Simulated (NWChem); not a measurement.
Species: CH$_{3}$ClSi, singlet; SMILES C[Si]Cl

All runs: NWChem. Pople sets run with spherical d functions. Low-valent species are run as closed-shell singlets; no triplet was tried in these runs. Structure relaxed at the PBE0/def2-SVP level. Vertical excitations in the gas phase; the lowest state need not have the same character in each row.

For level PBE/6-31+G*, full TDDFT:

| Item | Result |
|---|---|
| lowest excitation, singlet (eV) | 2.76 |
| lowest state with f > 0.02, singlet (eV) | 5.46 |
| oscillator strength of that bright state | 0.118 |
| orbital gap (eV) | 2.23 |

**Question.** How do the values read with level CAM-B3LYP/6-31+G*, full TDDFT instead?

**Answer.** 
| Property | Value |
|---|---|
| lowest excitation, singlet (eV) | 2.91 |
| lowest state with f > 0.02, singlet (eV) | 2.91 |
| oscillator strength of that bright state | 0.026 |
| orbital gap (eV) | 6.48 |
